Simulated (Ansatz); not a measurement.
Input for Ansatz (an electronic-structure program): R-r2SCAN/def2-TZVPPD on HCl (SMILES Cl) with ghost functions, monomers drawn apart or pushed together. Files ending in .json are basis or fitting sets from the Basis Set Exchange.

Ansatz 0.2 input:
```yaml
crystal:
  periodic: [false, false, false]
  atoms:
    - {symbol: Cl, position_ang: [-0.03168890, 0.54000131, 3.34570387]}
    - {symbol: H, position_ang: [-1.24635309, 0.12259076, 3.32687864]}
basis:
  gaussian:
    orbitals: def2-TZVPPD.json
    ghost_atoms:
      - {symbol: F, position_ang: [-0.01249353, -0.08389304, -0.13913820]}
      - {symbol: H, position_ang: [0.15444039, 0.13382320, 0.75090877]}
hamiltonian:
  xc: {name: r2SCAN}
scf: {lower_state_search: off}
```

**Question.** What total energy does the run end on?

**Answer.** -460.7869 hartree.
